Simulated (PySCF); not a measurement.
C₅H₁₆FNSi₂.
Cartesian coordinates in Å at the GFN2-xTB level; atoms count from 1:
```
atom  x, y, z in Å
C1    -3.890   -0.181    0.237
C2    -2.418   -0.504    0.030
F3    -2.205   -1.825    0.400
C4    -1.501    0.399    0.851
C5    -0.018    0.036    0.727
N6     0.481    0.323   -0.602
C7     1.937    0.225   -0.744
Si8    2.698   -1.471   -0.265
Si9    2.767    1.729    0.097
H10   -4.507   -0.866   -0.339
H11   -4.148   -0.283    1.289
H12   -4.093    0.837   -0.083
H13   -2.163   -0.454   -1.036
H14   -1.791    0.325    1.900
H15   -1.645    1.425    0.515
H16    0.547    0.654    1.429
H17    0.122   -1.019    1.016
H18    0.043   -0.312   -1.263
H19    2.122    0.354   -1.818
H20    2.764   -1.632    1.188
H21    4.045   -1.539   -0.828
H22    1.865   -2.536   -0.833
H23    1.950    2.918   -0.140
H24    2.927    1.523    1.541
H25    4.101    1.898   -0.482
```

Computed at PBE0/pcSseg-1 (PySCF, non-relativistic), with Q(14N) = 0.02044 b: N6, 14N (I = 1): χzz = -5.949 MHz, η = 0.153.

**Question.** Where would the pure quadrupole (NQR) lines of 14N at N6 fall for the rigid, isolated species?

**Answer.** From ν± = (3/4)|χ|(1 ± η/3) and ν0 = |χ|η/2: ν+ 4.689 MHz, ν− 4.234 MHz, ν0 0.455 MHz (secondary amine nitrogen).

In a crystal, neighbours and librations shift these lines. GFN2-xTB bond lengths can be off by several hundredths of an ångström, more for odd bonds, and the gradients follow them. A larger basis could move these couplings by a tenth or more.

One conformer stands for the species.
